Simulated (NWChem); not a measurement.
System: CuH3O2; SMILES [OH][Cu]<-[OH2]

The following NWChem deck was run.

```
start job
memory heap 200 mb stack 900 mb global 1100 mb
geometry units angstroms noautoz
  Cu    -0.002812    -0.136704     0.000792
  O     -0.078950    -1.857953     0.011031
  H      0.797359    -2.260881    -0.095876
  O     -0.038346     1.727347     0.004135
  H     -0.386481     2.098473     0.834930
  H     -0.577749     2.097640    -0.717708
end
basis spherical
  * library def2-svp
end
dft
  xc m06
  iterations 150
  mulliken
end
task dft energy
```

All runs use the structure optimised with B3LYP/6-31G* (spherical d).

Problem. Give the results of this calculation. (M06/def2-SVP.) Quantities: energy (Ha); highest occupied level (eV); orbital gap (eV); dipole (D).

Solution. 
```json
{
 "energy (Ha)": "-1792.31",
 "highest occupied level (eV)": "-5.39",
 "orbital gap (eV)": "4.27",
 "dipole (D)": "6.48"
}
```
